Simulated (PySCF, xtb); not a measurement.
1,3-azasiletidine (C2H7NSi), SMILES C1NC[SiH2]1.

Harmonic wavenumbers (cm⁻¹) from GFN2-xTB in xtb at its own minimum, in rising order: 140, 429, 442, 514, 604, 694, 700, 732, 764, 814, 863, 1027, 1086, 1101, 1159, 1173, 1240, 1333, 1482, 1486, 2251, 2290, 2858, 2865, 2954, 2956, 3374.

Problem. What does PBE-D3(BJ)/def2-SVP (PySCF) give at its own minimum? (Estimate from the structure and the level; the computed values follow.)

Solution. 173, 393, 522, 523, 611, 619, 745, 804, 816, 837, 919, 971, 1049, 1086, 1110, 1130, 1188, 1340, 1405, 1435, 2154, 2175, 2869, 2879, 3010, 3010, 3405. Paired by order, the mean absolute difference is 46 cm⁻¹ and the zero-point energies are 53.4 and 53.1 kcal/mol.
